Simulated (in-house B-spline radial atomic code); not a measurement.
Configurations of Ho²⁺, with energies counted from [Xe] 4f11. All numbers are computed (scalar-relativistic (X2C) B3LYP, spin-polarised, spherical fractional occupations, exact exchange averaged over the configuration; Fermi nucleus of rms radius 5.2022 fm) with an all-electron radial atomic-structure program (B-spline basis), not measured. Shells without spins written out take the highest spin.

Occupations are held fixed; configurations that lie above the ionisation limit could autoionise.

| configuration | E - E(ref) (eV) | highest orbital | its <r> (bohr) |
| --- | --- | --- | --- |
| [Xe] 4f10 6s1 | 3.1134 | 6s up | 3.194 |
| [Xe] 4f10 5d1 | 3.1744 | 5d up | 2.294 |
| [Kr] 4d9 4f12 5s2 5p6 | 157.46 | 4f down | 0.8415 |
| [Kr] 4d9 4f11 5s2 5p6 6s1 | 161.33 | 6s up | 3.191 |
| [Kr] 4d9 4f11 5s2 5p6 5d1 | 161.41 | 5d up | 2.291 |
| [Kr] 4d9 4f11 5s2 5p6 6f1 | 176.38 | 6f up | 9.634 |

Task: Order these further configurations by energy, lowest first.
A. [Kr] 4d10 4f11 5s2 5p5 5f1
B. [Kr] 4d10 4f11 5s2 5p5 6d1
C. [Kr] 4d9 4f11 5s2 5p6 5f1
D. [Kr] 4d10 4f11 5s2 5p5 5d1
E. [Xe] 4f10 6p1

Result: E (8.029 eV), D (25.648 eV), B (36.209 eV), A (37.895 eV), C (173.73 eV).

Task: How far above the reference does [Kr] 4d10 4f12 5s2 5p5 lie?

Result: 25.116 eV; its least bound orbital is 4f down with <r> = 0.8891 bohr.
